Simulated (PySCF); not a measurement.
## Radial density of Cu (copper, neutral)

UHF, [Ar] 3d9 4s1 4p1, one real determinant (an excited configuration). Calculation: PySCF 2.14, in aug-cc-pwCVDZ-PP with ECP10MDF; a scalar-relativistic core potential. This is the valence pseudo-density: the core potential removes the inner electrons and smooths the orbitals near the nucleus.

| r (bohr) | 4πr²ρ (e/bohr) | 4πr²(ρα − ρβ) |
| --- | --- | --- |
| 0.00676 | 1.493e-05 | 0.0000 |
| 0.0114 | 4.189e-05 | 0.0000 |
| 0.0191 | 0.0001217 | 0.0000 |
| 0.0322 | 0.0004916 | 0.0000 |
| 0.0541 | 0.004624 | 0.0004 |
| 0.0911 | 0.06271 | 0.0063 |
| 0.153 | 0.6302 | 0.0636 |
| 0.258 | 4.063 | 0.3476 |
| 0.433 | 16.52 | 0.9883 |
| 0.729 | 20.62 | 1.0335 |
| 1.23 | 6.419 | 0.5434 |
| 2.06 | 1.355 | 0.7010 |
| 3.47 | 0.5397 | 0.5057 |
| 5.84 | 0.1048 | 0.1047 |
| 9.82 | 0.001865 | 0.0019 |

⟨L²⟩ = 8.05 against 12 for a pure F term, so this real determinant mixes terms. Energies and moments cover only the electrons outside the core potential.
